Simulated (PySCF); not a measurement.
## MgTl⁺: frontier orbitals

PBEsol at R = 3.341 Å; basis Mg cc-pVDZ, Tl cc-pVDZ-PP with ECP60; scalar-relativistic core potentials; PySCF 2.14. State: ¹Σ⁺ (singlet), closed shell. Only the outer orbitals are listed, counted within each symmetry, core potentials removing the inner ones.

| orbital | occ. | ε (eV) | on Mg (%) | main shells (%) |
| --- | --- | --- | --- | --- |
| 1δ | 2 | -21.08 | 0 | 100 Tl d |
| 1δ | 2 | -21.08 | 0 | 100 Tl d |
| 3π | 2 | -20.96 | 0 | 100 Tl d |
| 3π | 2 | -20.96 | 0 | 100 Tl d |
| 6σ | 2 | -20.93 | 0 | 100 Tl d |
| 7σ | 2 | -14.97 | 2 | 98 Tl s |
| 8σ | 2 | -9.54 | 78 | 77 Mg s, 20 Tl p |
| 4π | 0 | -7.26 | 10 | 90 Tl p, 9 Mg p |
| 4π | 0 | -7.26 | 10 | 90 Tl p, 9 Mg p |
| 9σ | 0 | -7.11 | 47 | 53 Tl p, 26 Mg p, 20 Mg s |

Problem. Which are the highest filled and the lowest empty level, where do they sit, and how wide is the gap?

Solution. Highest filled 8σ at -9.54 eV (in %: 77 Mg s, 20 Tl p); lowest empty 4π at -7.26 eV (in %: 90 Tl p, 9 Mg p); the gap at PBEsol is 2.28 eV.

```json
{
 "bond order (Mayer)": "0.66",
 "⟨S²⟩": "0.000",
 "charge on Mg (Mulliken, basis-dependent)": "0.39",
 "charge on Mg (Löwdin, basis-dependent)": "0.46",
 "dipole moment (positive dipole points towards Tl; it is taken about the centre of mass and depends on that origin)": "-5.31 D"
}
```

Closed-shell solutions of metal pairs were not tested for spin polarisation, which can lower them a little. Spin–orbit coupling is left out.
